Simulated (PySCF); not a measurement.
# Computed properties of C2H9FOSi2, SMILES CO[Si@H](F)[SiH2]C

C₂H₉FOSi₂, SMILES CO[Si@H](F)[SiH2]C. The structure is a stationary point at B3LYP-D3(BJ)/def2-SVP. The structure was generated by enumeration; whether it is a known compound was not checked. One conformer was computed; it need not be the lowest. All values are computed for the isolated molecule unless a solvent is named; none is compared with measurement here.

**Structure.** All 39 harmonic modes at B3LYP-D3(BJ)/def2-SVP (PySCF) are real, so it is a minimum. With heavy atoms numbered as in [CH3:1][O:2][Si@H:3]([F:4])[SiH2:5][CH3:6], the shortest bond between them is C1–O2 at 1.413 Å and the longest Si3–Si5 at 2.338 Å.

**Vibrations.** The strongest infrared lines (harmonic, unscaled, degenerate partners summed) lie at 809 cm⁻¹ (436 km/mol, H 77 %, Si 19 %), 1143 cm⁻¹ (265 km/mol, O 43 %, C 33 %, H 21 %), 2210 cm⁻¹ (161 km/mol, H 97 %). The softest mode is at 35 cm⁻¹ and the zero-point energy is 67.9 kcal/mol.

**Electronic structure.** M06-2X/def2-TZVP (PySCF) places the frontier levels at -9.10 and 0.63 eV, a gap of 9.73 eV, and gives a dipole moment of 1.28 D and a mean polarisability of 80.5 bohr³. PBE/def2-TZVP (PySCF) at the same geometry gives -6.75 and -0.95 eV, so its gap is 3.93 eV narrower. An orbital gap is neither the optical nor the fundamental gap.

**Excitations.** TDA-ωB97X/def2-SVPD (PySCF) has S1 at 7.05 eV (176 nm, f = 0.049, weak); the most intense of the 6 singlets computed lies at 8.50 eV (f = 0.14). T1 (TDA) is at 6.15 eV, 0.90 eV under S1. TDA-PBE/def2-SVPD (PySCF) puts S1 at 6.07 eV. No vertical singlet excitation falls in the visible range (under 3.1 eV).

**NMR.** GIAO shifts at PBE0/pcSseg-1 (PySCF) (non-relativistic, atoms alike by connectivity averaged): ¹³C from -10.2 to 58.2 ppm against TMS; ¹H from 0.6 to 5.6 ppm against TMS; ²⁹Si from -76.0 to 11.0 ppm against TMS; ¹⁹F at -169.9 ppm against CFCl3.

**Solvation.** SMD-M06-2X/6-31G* (PySCF) gives 1.0 kcal/mol in water, -2.3 kcal/mol in 1-octanol, -1.3 kcal/mol in dimethylsulfoxide (1 M in both phases, gas-phase geometry); of these solvents 1-octanol holds the molecule best.
